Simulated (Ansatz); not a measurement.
Correlation energies of CH5ClN2Si2 (`N=C1N([SiH3])[SiH]1Cl`) by basis set

```xyz
11

N     0.219    2.126   -0.944
C     0.630    1.106   -0.340
N     0.096   -0.110    0.154
Si   -1.484   -0.837    0.136
Si    1.790   -0.024    0.455
Cl    3.029   -1.262   -0.574
H    -0.782    2.085   -1.148
H    -2.464    0.080    0.771
H    -1.390   -2.104    0.900
H    -1.912   -1.107   -1.259
H     2.267    0.048    1.848
```

Charge 0, multiplicity 1. All single points use the PBE0-D4/def2-TZVP geometry. It is one conformer, not always the lowest. Frozen core, restricted reference, Ansatz. CBS rows extrapolate triple and quadruple zeta; past MP2 they add the triple-zeta difference.

```tsv
basis	HF (Eh)	MP2 corr.	CCSD corr.	(T)	CCSD(T) total
def2-SVP	-1186.62073	-0.77391	?	-0.02864	?
def2-TZVPP	-1187.16725	-0.98277	-1.03043	?	?
def2-QZVPP	-1187.20521	-1.05863	–	–	–
CBS(def2)	?	?	-1.16250	as TZ	?
```

(1) Fill in the withheld values. (An estimate is asked.)

## Answers

(1) Ansatz gave: def2-SVP CCSD corr.: -0.82722; def2-SVP CCSD(T) total: -1187.47659; def2-TZVPP (T): -0.04865; def2-TZVPP CCSD(T) total: -1188.24633; CBS(def2) HF (Eh): -1187.21044; CBS(def2) MP2 corr.: -1.11483; CBS(def2) CCSD(T) total: -1188.42159.
